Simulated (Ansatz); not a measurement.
**One elementary step**

Start structure (CH5GaS, singlet), relaxed at PBE0-D4/def2-TZVP:

```
8
angstrom
Ga 0.0014 -0.1956 -0.6316
S 1.7050 1.1188 -1.1295
H -0.5829 -1.0611 -1.7976
C -0.6212 -0.1551 1.2244
H 1.7576 0.7626 -2.4226
H -1.6706 0.1475 1.2618
H -0.0348 0.5360 1.8301
H -0.5543 -1.1530 1.6649
```

The step: CH₅GaS ([CH3][GaH][SH]) → CH₃Ga ([CH3][Ga]) + H₂S; bonds formed: S2–H3; bonds broken: Ga1–S2, Ga1–H3. Ansatz 0.2.0; basis: def2-TZVPP and def2-QZVPP; cores frozen in the correlated methods. Filled d shells of the heavier atoms are correlated. The def2 sets are not built for correlating such inner shells, so the correlated values are less sure here. Extrapolation: Hartree–Fock as exp(−7.88 √X), correlation as X^−2.97. Energies below are by CCSD(T) at an estimated basis limit (MP2 extrapolated from triple and quadruple zeta, plus CCSD(T) − MP2 in triple zeta).

What are the electronic barrier and the energy of the step, from the start structure to the end structure? (An estimate is asked for; the value comes from the calculation.)

By the calculation: Barrier 57.12 kcal/mol; step energy 36.13 kcal/mol (uphill); reverse barrier, their difference, 20.98 kcal/mol. Barrier and step energy count from the start structure, the reverse barrier from the end structure.

The saddle point: One imaginary mode of 954i cm⁻¹.
```json
{"pair": "S2–H3", "start (Å)": "3.23", "saddle (Å)": "1.80", "end (Å)": "1.34"}
{"pair": "Ga1–S2", "start (Å)": "2.21", "saddle (Å)": "2.61", "end (Å)": "3.00"}
{"pair": "Ga1–H3", "start (Å)": "1.57", "saddle (Å)": "1.65", "end (Å)": "3.46"}
```

Zero-point energy (harmonic, PBE0-D4): ZPE is 32.63 kcal/mol at the start and 30.86 kcal/mol at the saddle, so the barrier goes from 57.12 to 55.35 kcal/mol.

The T1 diagnostic stays at or below 0.016. The restricted Hartree–Fock reference is unstable towards an unrestricted one at one or more of these structures.

Labels in which every atom is bracketed show which atoms are joined, not bond orders.

For scale, one of the runs: CCSD(T)/def2-TZVPP, 191 basis functions, launched by `ansatz run in.yaml --threads 4 --pin off --events-out ev --progress --plain --max-ram 9574MiB`. Time: 40 s of wall clock on 4 CPU threads of an Arm Neoverse V1; the host was shared. Peak host memory: 2 GiB.
